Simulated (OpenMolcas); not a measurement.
## Mn4+: moving the ligands

Mn4+ with 6 ligands (chloride) in octahedral coordination (Oh) at 2.29 Å. A charge of +0.333 e stands 2.6 Å behind each ligand. Ligand basis ANO-RCC-VDZP.

| Quantity | Value |
| --- | --- |
| Program | OpenMolcas |
| Method | CASSCF |
| Basis | ANO-RCC-VDZP [5s4p2d1f] |
| Scalar Hamiltonian | DKH2, point nucleus |
| Active space | 3 electrons in 5 orbitals (3d) |
| State averaging | 2S+1 = 4 even, 10 roots; 2S+1 = 2 even, 40 roots |
| Spin-orbit coupling | state interaction with AMFI integrals over the reference wave functions |

Runs around this geometry, states (labels of O, the rotations of Oh). Energies in cm-1 above the lowest state or level, χT in cm3 K/mol.

| R (Å) | Ground state | First state of that spin | First gap with spin-orbit (degeneracies) | χT at 300 K | First state of another spin |
| --- | --- | --- | --- | --- | --- |
| 2.15 | 4A2 | 4T2 21267 | 20102 (4, 4) | 1.848 | 2E 20191 |
| 2.29 | 4A2 | 4T2 16106 | 15959 (4, 2) | 1.836 | 2E 20807 |
| 2.36 | 4A2 | 4T2 13825 | 13679 (4, 2) | 1.828 | 2E 20982 |

Taking the first state of the same spin as R^-n, n = -ln(13825 / 21267) / ln(2.36 / 2.15) = 4.6 between the shortest and longest distance.

Without dynamic correlation the repulsion within the d shell is too large (B by tens of per cent), so at a given field states of lower spin stand too high. Ligand-to-metal charge-transfer states are missing. With no ligand orbital active B as a rule stays too high, so bands that hang on it stand too high and its fall with covalency is understated. With metal d orbitals alone and no dynamic correlation the field as a rule comes out too small, by tens of per cent, by up to half for chloride and softer ligands. The least metal-like active orbital is 68 % on the metal (Löwdin) and no ligand orbital is active, so the numbers are rough (holds for R = 2.15; R = 2.29). The least metal-like active orbital is 67 % on the metal (Löwdin) and no ligand orbital is active, so the numbers are rough (holds for R = 2.36). No measured value stands beside these numbers; the geometry is a model, was not optimised and need not be the one that this ion takes.
